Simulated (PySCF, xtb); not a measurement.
BrH, SMILES Br.

GFN2-xTB (xtb) at its own geometry gives an orbital gap of 7.07 eV and a dipole moment of 2.56 D.

The structure is a stationary point at PBE0-D3(BJ)/def2-TZVPD.

**Question.** What does PySCF with r2SCAN/def2-TZVPD give? (Estimate from the structure and the level; the computed values follow.)

**Answer.** gap 6.93 eV (levels -7.79 and -0.86 eV), dipole 0.89 D.
